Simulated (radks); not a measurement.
Spherical quantum dot in the effective-mass picture: electrons in a hard-walled sphere of radius 4.31, with a point charge +1 (a donor) at the centre, all in effective atomic units (hartree* = m*/eps^2 hartree, bohr* = eps/m* bohr), one dielectric constant everywhere. Method: non-relativistic Kohn-Sham, PBEsol, spin-polarised, spherical densities; computed with a radial shooting solver with Libxc functionals. Levels are named by radial order and angular momentum (1s, 1p, 1d, 2s, ...), and open shells are averaged over m.

N = 21, configuration 1s2 1p6 1d10 2s(up 1, down 0) 1f(up 2, down 0). This is the lowest configuration that the search found. Occupied and some empty levels:

level    occupation  eigenvalue (hartree*)  <r> (bohr*)
1s up             1                 6.0602        2.769
1s down           1                 6.0956        2.843
1p up             3                 6.2200        3.013
1p down           3                 6.2454        3.014
1d up             5                 6.4640        3.120
1d down           5                 6.4891        3.116
2s up             1                 6.6847        1.592
1f up             2                 6.7948        3.201
1f down           0                 6.8207        3.198
2s down           0                 6.8580        1.670
1g up             0                 7.2069        3.269
1g down           0                 7.2338        3.266
2p up             0                 7.4260        2.154
2p down           0                 7.4889        2.211
2d up             0                 8.0340        2.424
2d down           0                 8.0657        2.445

Energy (hartree*): total 70.0965, kinetic 19.117, external -7.9391, Hartree 66.915, exchange-correlation -7.9959.

Electron density:

r (bohr*)  n(r) (e/bohr*^3)
0.123                0.3348
0.445                0.1751
0.766               0.09392
1.09                0.05507
1.41                0.04043
1.73                0.04153
2.05                0.05469
2.38                0.07685
2.70                 0.1012
3.02                 0.1155
3.34                 0.1052
3.66                0.06624
3.98                0.01967
4.31             0.00001861
